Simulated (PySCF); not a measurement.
## Orbital picture of CaBi

PBE0 at R = 3.171 Å; PySCF, scalar-relativistic core potentials, basis sets Ca def2-SVPD, Bi def2-SVPD with ECP60. State: ⁴Σ⁻ (quartet), unpaired electrons σ ↑, π ↑↑. Only the outer orbitals are listed, counted within each symmetry, core potentials removing the inner ones.

```csv
spin,orbital,occ.,ε (eV),on Ca (%),main shells (%)
α,9σ,1,-15.69,3,97 Bi s
α,10σ,1,-6.00,34,"65 Bi p, 30 Ca s"
α,5π,1,-5.63,7,93 Bi p
α,5π,1,-5.63,7,93 Bi p
α,11σ,1,-4.14,82,"56 Ca s, 21 Ca p, 15 Bi p"
α,6π,0,-1.30,98,"78 Ca p, 20 Ca d"
α,6π,0,-1.30,98,"78 Ca p, 20 Ca d"
α,12σ,0,-1.10,103,"51 Ca d, 50 Ca p"
β,9σ,1,-13.99,4,96 Bi s
β,10σ,1,-5.11,48,"53 Bi p, 39 Ca s"
β,5π,0,-2.50,24,"76 Bi p, 12 Ca p, 12 Ca d"
β,5π,0,-2.50,24,"76 Bi p, 12 Ca p, 12 Ca d"
β,11σ,0,-2.17,80,"55 Ca s, 18 Ca p, 15 Bi p"
```

Q: Which are the highest filled and the lowest empty level, where do they sit, and how wide is the gap?

A: Highest filled α 11σ at -4.14 eV (in %: 56 Ca s, 21 Ca p, 15 Bi p); lowest empty β 5π at -2.50 eV (in %: 76 Bi p, 12 Ca p, 12 Ca d); the gap at PBE0 is 1.64 eV.

```
bond order (Mayer)                               : 1.15
⟨S²⟩                                             : 3.756
charge on Ca (Mulliken, basis-dependent)         : 0.16
charge on Ca (Löwdin, basis-dependent)           : 0.14
dipole moment (positive dipole means Ca(−)Bi(+)) : -2.78 D
polarisability along the bond                    : 259.0 bohr³
polarisability across the bond                   : 184.8 bohr³
```

Shares are Mulliken populations and can fall outside 0 to 100 %.

Spin–orbit coupling is left out, which matters for elements this heavy, above all for dissociation energies. The state was picked by a PBE0 search and need not be the measured ground state.
